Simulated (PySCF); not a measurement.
C10H8S. Atoms are numbered in the order given.

```xyz
19

C      0.0818    -3.5096     0.0000
C      1.2352    -2.7195     0.0000
C      1.1372    -1.3285     0.0000
C     -0.1182    -0.6868     0.0000
C     -0.2335     0.7728     0.0000
C     -1.3755     1.5588     0.0000
C     -1.1065     2.9526     0.0000
C      0.2410     3.2313     0.0000
S      1.1835     1.7917     0.0000
C     -1.2724    -1.4980     0.0000
C     -1.1715    -2.8882     0.0000
H      0.1583    -4.6004     0.0000
H      2.2229    -3.1896     0.0000
H      2.0522    -0.7281     0.0000
H     -2.3844     1.1430     0.0000
H     -1.8787     3.7245     0.0000
H      0.7334     4.2038     0.0000
H     -2.2620    -1.0349     0.0000
H     -2.0830    -3.4932     0.0000
```
Charge 0, spin multiplicity 1.

The structure is a stationary point at r2SCAN-D4/def2-SVP. A frequency run showed that this geometry is not a minimum. Other conformers were not sampled.

These are PBE0/pcSseg-1 (PySCF) values and carry that method's errors.

GIAO shieldings, no solvent; atoms listed in one row are averaged. δ = σ(ref) − σ: ¹³C against TMS (σ = 186.3 ppm); ³³S against H2S (σ = 716.7 ppm); ¹H against TMS (σ = 31.56 ppm), references at their B3LYP-D3(BJ)/def2-TZVP geometries, non-relativistic.

**Question.** Estimate the chemical shifts. (The exact figures need the calculation; the answer reports its results.)

**Answer.** 
| nucleus | atoms | count | δ (ppm) |
|---|---|---|---|
| ¹³C | C5 | 1 | 155.8 |
| ¹³C | C4 | 1 | 140.9 |
| ¹³C | C2, C11 | 2 | 137.0 |
| ¹³C | C1 | 1 | 135.4 |
| ¹³C | C7 | 1 | 135.3 |
| ¹³C | C8 | 1 | 135.1 |
| ¹³C | C3 | 1 | 132.4 |
| ¹³C | C10 | 1 | 130.6 |
| ¹³C | C6 | 1 | 128.5 |
| ³³S | S9 | 1 | 437.6 |
| ¹H | H18 | 1 | 8.25 |
| ¹H | H14 | 1 | 8.13 |
| ¹H | H15 | 1 | 7.95 |
| ¹H | H13, H19 | 2 | 7.78 |
| ¹H | H12 | 1 | 7.61 |
| ¹H | H16 | 1 | 7.45 |
| ¹H | H17 | 1 | 7.44 |
